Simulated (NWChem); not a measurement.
System: CH₂NO cation; SMILES [NH2+]=C=O

NWChem input:

```
start job
memory heap 200 mb stack 900 mb global 1100 mb
charge 1
geometry units angstroms noautosym nocenter noautoz
  N      0.000000     0.000000     1.120782
  C      0.000000     0.000000    -0.148030
  O      0.000000     0.000000    -1.275212
  H      0.000000     0.885860     1.642452
  H      0.000000    -0.885860     1.642452
end
basis spherical
  N library sadlej_pvtz
  C library sadlej_pvtz
  O library sadlej_pvtz
  H library sadlej_pvtz
end
dft
  xc xcamb88 1.00 lyp 1.0 hfexch 1.00
  cam 0.33 cam_alpha 0.0 cam_beta 1.0
  iterations 150
end
property
  response 1 0.0
end
task dft property
```

Coordinates come from a PBE0/def2-SVP optimisation.

Static field.

Q: Give the results of this calculation. (LC-BLYP (range parameter 0.33 per bohr)/Sadlej pVTZ.) Quantities: isotropic polarisability (bohr³); anisotropy (bohr³).

A: 
```
Property                          Result
--------------------------------  ------
isotropic polarisability (bohr³)    18.8
anisotropy (bohr³)                  15.7
```
